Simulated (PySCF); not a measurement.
## Two-component Hartree-Fock for Pb⁴⁷⁺ (lead, charge +47)

Start: [Ar] 3d10 4s2 4p5; 4p1/2 filled at m_j = -1/2, +1/2; 4p3/2 filled at m_j = -1/2, +1/2, +3/2. Calculated with PySCF 2.14 in an uncontracted even-tempered set (16 s from 6.6 bohr⁻², ratio 2.8; 14 p from 8.5 bohr⁻², ratio 2.8; 8 d from 15 bohr⁻², ratio 2.8; 4 f from 39 bohr⁻², ratio 3): generalised Hartree-Fock with the X2C-1e Hamiltonian and a Gaussian nucleus; one run each with spin-orbit coupling (SO) switched off, then screened by Boettger's factors.

```json
{"spinor shell": "1s1/2", "electrons": "2", "ε, spin-free (eV)": "-90929.7", "ε, screened SO (eV)": "-90888.6", "weight of nominal j (screened SO)": "1.000", "rms radius, screened SO (bohr)": "0.0181"}
{"spinor shell": "2s1/2", "electrons": "2", "ε, spin-free (eV)": "-18397.3", "ε, screened SO (eV)": "-18383.2", "weight of nominal j (screened SO)": "1.000", "rms radius, screened SO (bohr)": "0.0730"}
{"spinor shell": "2p1/2", "electrons": "2", "ε, spin-free (eV)": "-16144.6", "ε, screened SO (eV)": "-17731.4", "weight of nominal j (screened SO)": "1.000", "rms radius, screened SO (bohr)": "0.0616"}
{"spinor shell": "2p3/2", "electrons": "4", "ε, spin-free (eV)": "-16144.6", "ε, screened SO (eV)": "-15531.6", "weight of nominal j (screened SO)": "1.000", "rms radius, screened SO (bohr)": "0.0699"}
{"spinor shell": "3s1/2", "electrons": "2", "ε, spin-free (eV)": "-6216.9", "ε, screened SO (eV)": "-6211.3", "weight of nominal j (screened SO)": "1.000", "rms radius, screened SO (bohr)": "0.184"}
{"spinor shell": "3p1/2", "electrons": "2", "ε, spin-free (eV)": "-5555.2", "ε, screened SO (eV)": "-5925.3", "weight of nominal j (screened SO)": "1.000", "rms radius, screened SO (bohr)": "0.175"}
{"spinor shell": "3p3/2", "electrons": "4", "ε, spin-free (eV)": "-5555.2", "ε, screened SO (eV)": "-5407.0", "weight of nominal j (screened SO)": "1.000", "rms radius, screened SO (bohr)": "0.191"}
{"spinor shell": "3d3/2", "electrons": "4", "ε, spin-free (eV)": "-4889.7", "ε, screened SO (eV)": "-4952.5", "weight of nominal j (screened SO)": "1.000", "rms radius, screened SO (bohr)": "0.166"}
{"spinor shell": "3d5/2", "electrons": "6", "ε, spin-free (eV)": "-4889.7", "ε, screened SO (eV)": "-4842.3", "weight of nominal j (screened SO)": "1.000", "rms radius, screened SO (bohr)": "0.170"}
{"spinor shell": "4s1/2", "electrons": "2", "ε, spin-free (eV)": "-2886.9", "ε, screened SO (eV)": "-2884.9", "weight of nominal j (screened SO)": "1.000", "rms radius, screened SO (bohr)": "0.387"}
{"spinor shell": "4p1/2", "electrons": "2", "ε, spin-free (eV)": "-2647.0", "ε, screened SO (eV)": "-2764.1", "weight of nominal j (screened SO)": "1.000", "rms radius, screened SO (bohr)": "0.378"}
{"spinor shell": "4p3/2", "electrons": "3", "ε, spin-free (eV)": "-2647.0", "ε, screened SO (eV)": "-2599.7", "weight of nominal j (screened SO)": "1.000", "rms radius, screened SO (bohr)": "0.401"}
```

```csv
quantity,spin-free,screened SO
E (hartree),-19312.32524,-19352.26752
M_J,3/2,3/2
⟨J²⟩,3.751,3.751
⟨L²⟩,2.001,2.110
⟨S²⟩,0.750,0.860
```

Each row is a mean over spinors that exchange with the open shell spreads, by up to 14.378 eV (4s1/2).

Breit and QED terms are absent; they matter most for the inner s and p1/2 levels.

Densities and radii are taken from the X2C orbitals without a picture-change correction, which distorts them close to the nucleus.

Without spin-orbit coupling the j labels of p, d and f shells carry no meaning; the spin-free column gives the mean over the occupied spinors of each nl shell.
